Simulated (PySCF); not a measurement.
# C₄H₆BN: full NMR table

```
Formula                               : C4H6BN
SMILES                                : [BH3-][N+]#CCC#C
Point group of the computed structure : C1
Carbon signals                        : 4
Proton signals                        : 3
```

Atom-mapped SMILES (the numbers label the heavy atoms): `[BH3-:1][N+:2]#[C:3][CH2:4][C:5]#[CH:6]` (H(Xn): hydrogen on atom n).

Fast rotation and ring inversion assumed for equivalent nuclei, no solvent, one computed conformer, non-relativistic. NMR shieldings at PBE0/pcSseg-1/GIAO; B3LYP/pcJ-1 coupling constants (spin–dipole term only in couplings to heteroatoms); PBE0-D3(BJ)/def2-SVP geometry; PySCF.

Referencing at the same level of theory: $^{1}$H, $^{13}$C vs TMS; $^{11}$B against BF3·OEt2; NH3 for $^{15}$N.

| carbon | δC, type | δH (multiplicity, J in Hz) | HMBC from (abs. J ≥ 3 Hz) | span of the C tensor (ppm) |
| --- | --- | --- | --- | --- |
| C3 | 110.5, C | – | H(C4), H(B1) | 276 |
| C4 | 10.4, CH2 | 3.43 (qd, 6.0, 4.3) | H(C6) | 28 |
| C5 | 70.6, C | – | H(C4), H(C6) | 273 |
| C6 | 81.8, CH | 2.31 (t, 4.3) | H(C4) | 229 |

Other nuclei:
| atoms | nucleus | environment | δ (ppm) | σ (ppm) |
| --- | --- | --- | --- | --- |
| H(B1) | $^{1}$H | hydrogen on a boron bonded to N | 2.17 | 29.10 |
| B1 | $^{11}$B | boron bonded to N, 3 H | -36.5 | 137.3 |
| N2 | $^{15}$N | donor nitrogen of a Lewis adduct | 240.8 | 24.9 |

Selected couplings (Hz, signed; the shortest-range and largest first, 30 at most; isotopes $^{13}$C, $^{1}$H, $^{11}$B, $^{15}$N): $^{1}J$(C6,H(C6)) 281.6, $^{1}J$(C5,C6) 211.6, $^{1}J$(C4,H(C4)) 145.4, $^{1}J$(B1,H(B1)) 114.7, $^{1}J$(C4,C5) 84.8, $^{1}J$(C3,C4) 79.9, $^{1}J$(N2,C3) -54.0, $^{1}J$(B1,N2) -9.0, $^{2}J$(C4,C6) 15.0, $^{2}J$(C3,C5) -8.2, $^{2}J$(N2,H(B1)) 2.3, $^{2}J$(B1,C3) 1.5, $^{3}J$(C3,C6) 4.0, $^{3}J$(N2,H(C4)) -2.4, $^{3}J$(N2,C5) -1.4, $^{4}J$(H(C4),H(C6)) -4.3, $^{4}J$(B1,H(C4)) -1.3.

δC 110.5: nitrilium-type carbon. δC 81.8: terminal alkyne carbon; sp carbons lie upfield of alkene carbons because the cylindrical π system leaves one tensor component strongly shielded. δC 70.6: alkyne carbon; the triple bond shields along its axis, which puts it between sp3 and sp2 carbons. δC 10.4: sp3 CH2 α to a nitrile; aliphatic region, no heteroatom directly attached. δH 2.31: hydrogen on a terminal alkyne carbon; it lies on the axis of the triple bond, in its shielding cone.

Hydrogens on boron are broadened and split by $^{11}$B (spin 3/2, 80 %) and 10B (spin 3). Splittings below 1 Hz are ignored in the labels, and close J values are merged. Shifts are as computed. Against solution values, carbons near 30 ppm lie about +2 ppm off and those near 130 ppm about +5 ppm. Of 1313 compounds with measured shifts, 239 miss one by over three times the rms of a fit or turn the order of signals round; such compounds aren't used in these exercises. Experimental scales use liquid or dissolved standards, which lie at an offset from isolated NH3 (liquid NH3: subtract about 20 ppm). Unscaled 15N shifts of sp2 nitrogen come out 20 to 40 ppm too high even then.
